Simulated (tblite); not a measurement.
C6H11P.
Z-matrix (Å and degrees, GFN2-xTB geometry), rows numbered from 1:
```
C 
C   1  1.3233
P   2  1.8196  1  125.65
C   3  1.8556  2   97.03  1   133.28
C   3  1.8382  2   99.49  1    34.02
C   5  1.5022  3  117.98  2  -166.84
C   6  1.4920  5   60.21  3   108.41
H   1  1.0774  2  121.87  3    -3.63
H   1  1.0788  2  121.87  3   176.56
H   2  1.0847  1  120.40  3  -174.52
H   4  1.0886  3  109.22  2    70.00
H   4  1.0892  3  110.97  2   -50.83
H   4  1.0883  3  108.85  2  -171.53
H   5  1.0867  3  114.84  2    47.96
H   6  1.0803  5  118.06  7  -107.73
H   6  1.0802  5  118.23  7   108.59
H   7  1.0805  5  117.91  6   107.90
H   7  1.0804  5  118.32  6  -108.49
```

Calculated harmonic vibrations of the isolated species, GFN2-xTB (tblite), most abundant isotopes, no scaling. Against measured fundamentals such values can be off by several per cent, at times by over 20. One conformer, not necessarily the lowest.

Harmonic wavenumbers (cm⁻¹): 59.3, 87.3, 135.2, 172.2, 186.0, 213.3, 291.4, 314.0, 395.8, 547.4, 658.8, 695.2, 727.6, 807.4, 830.0, 873.5, 880.6, 892.9, 963.3, 993.1, 1002.3, 1007.4, 1033.7, 1068.7, 1071.6, 1087.8, 1153.7, 1213.2, 1246.9, 1312.8, 1329.1, 1400.2, 1435.5, 1445.7, 1455.0, 1480.4, 1656.1, 2980.8, 2990.8, 3009.5, 3015.1, 3017.6, 3075.2, 3077.4, 3077.9, 3081.7, 3095.1, 3114.8.

A = 2865, B = 1849, C = 1269 MHz; mass 114.060 u (most abundant isotopes); point group C1, symmetry number 1.

Q: What is the zero-point energy?

A: Half the sum of the wavenumbers: 32830 cm⁻¹ = 93.87 kcal/mol.

Q: Give the ideal-gas entropy at 298.15 K and 1 bar in the rigid-rotor, harmonic-oscillator model (classical rotation).

A: Translation 40.14, rotation 28.26, vibration 24.81: S = 93.2 cal/(mol K).

Q: And Cp and H(298.15 K) − H(0)?

A: Cp = 34.84 cal/(mol K), of which vibrations give 26.89 (their classical limit is 48 R = 95.4); H(298.15 K) − H(0) = 6.35 kcal/mol without the zero-point energy, 3.98 from vibrations.

Q: Which modes carry the vibrational entropy at 298.15 K?

A: 59.3 cm⁻¹: 4.48; 87.3 cm⁻¹: 3.72; 135.2 cm⁻¹: 2.87; 172.2 cm⁻¹: 2.41; 186.0 cm⁻¹: 2.27; 213.3 cm⁻¹: 2.02 cal/(mol K); the other 42 give 7.05 together.

Q: What must be added to the electronic energy to get the Gibbs energy at 298.15 K and 1 bar?

A: ZPE + [H(298.15 K) − H(0)] − T·S = 93.87 + 6.35 − 27.79 = 72.43 kcal/mol.

Q: Blend soft modes into free rotors: weight 1/[1 + (100 cm⁻¹/ν̃)⁴] for the oscillator and the rest for a rotor with moment μB/(μ + B), μ = h/(8π²ν), B = 10⁻⁴⁴ kg m². What vibrational entropy results?

A: 23.30 cal/(mol K) in place of 24.81, which changes −T·S at 298.15 K by +0.45 kcal/mol.

Q: How do the functions run with temperature in this model?

A: 
```csv
T (K),S (cal/(mol K)),Cp (cal/(mol K)),H − H(0) (kcal/mol),G − H(0) (kcal/mol),ln q(vib)
50,56.3,12.2,0.47,-2.34,0.32
100,66.6,17.6,1.23,-5.43,1.28
373.15,101.8,42.0,9.24,-28.75,7.46
500,115.6,52.5,15.26,-42.55,10.34
750,139.8,66.9,30.32,-74.57,15.92
1000,160.5,76.4,48.30,-112.17,21.19
```

q(vib) and H(0) count from the zero-point level.

Hindered rotation and anharmonicity are outside this model. Other conformers, if any are populated, would add a mixing term that is left out. The structure is chiral; the term R ln 2 for an equal mix with its mirror image is left out.
